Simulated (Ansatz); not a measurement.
Stepwise reaction of `[CH3][Sn]([CH3])([Cl])[Cl]` with water, as a gas-phase model of exchange steps in deposition or etching. ΔE in kJ/mol; ΔG adds harmonic PBE0-D4 terms to CCSD(T)/CBS, at 1 bar.

Program: Ansatz. Geometries: PBE0-D4/def2-TZVP. ΔE: electronic, gas phase. CBS: MP2 limit from def2 TZ/QZ plus the TZ coupled-cluster correction, frozen cores. This one scheme is used for every species. DFT in def2-TZVPP. B3LYP here is the variant with VWN-RPA as its local correlation; programs differ in this. def2 core potentials past Kr. For Sn outer-core shells are correlated without core-valence functions, which leaves a few kJ/mol of doubt a bond. One conformer a species, not always the lowest.

| step | reaction | PBE-D4 | B3LYP-D4 | ωB97M-V | CCSD(T)/CBS | ΔG(600 K) |
| --- | --- | --- | --- | --- | --- | --- |
| 1 | `[CH3][Sn]([CH3])([Cl])[Cl]` + H₂O → `[CH3][Sn]([OH])([Cl])[Cl]` + CH₄ | -39.6 | -43.1 | -38.6 | -34.2 | -32.1 |
| 2 | `[CH3][Sn]([OH])([Cl])[Cl]` + H₂O → `[OH][Sn]([OH])([Cl])[Cl]` + CH₄ | -17.9 | -21.0 | -18.2 | -14.9 | -4.9 |

(1) By hand: ΔE of the 2 steps together at CCSD(T)/CBS.

## Answers

(1) (-34.2) + (-14.9) = -49.1 kJ/mol, or -24.6 kJ/mol a step.

In ΔE each step is higher than the one before. All are downhill at CCSD(T)/CBS. ΔG lies between -32.1 and -4.9 kJ/mol a step. PBE-D4 differs from CCSD(T)/CBS by -5.4 to -3.0 kJ/mol a step. Isolated molecules leave out the surface, adducts and barriers. Largest T1 diagnostic: 0.013.
